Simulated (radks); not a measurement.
Q: Ru2+, configuration [Kr] 4d6 (the NIST ground configuration). All-electron calculation, non-relativistic Kohn-Sham, PBE, spin-unpolarised, spherical densities, point nucleus; relativity is left out, which matters for an element this heavy. Program: a radial shooting solver on a logarithmic mesh with Libxc functionals. Some entries of the table are withheld. Estimate them.

| orbital | occ. | eigenvalue (Ry) | <1/r> (bohr^-1) | r(max) (bohr) |
|---|---|---|---|---|
| 1s | 2 | -1569.344 | 43.48 | 0.02291 |
| 2s | 2 | (1) | 9.838 | 0.1277 |
| 2p | 6 | -206.2337 | 9.836 | 0.1003 |
| 3s | 2 | -40.30337 | 3.449 | 0.3730 |
| 3p | 6 | (2) | (3) | 0.3599 |
| 3d | 10 | -21.86248 | 3.194 | 0.3013 |
| 4s | 2 | (4) | (5) | (6) |
| 4p | 6 | -4.79428 | 1.188 | 0.9918 |
| 4d | 6 | -1.79785 | 0.8814 | 1.183 |

A: 
(1) 2s eigenvalue (Ry): -222.7898
(2) 3p eigenvalue (Ry): -33.80845
(3) 3p <1/r> (bohr^-1): 3.361
(4) 4s eigenvalue (Ry): -6.73181
(5) 4s <1/r> (bohr^-1): 1.302
(6) 4s r(max) (bohr): 0.9391
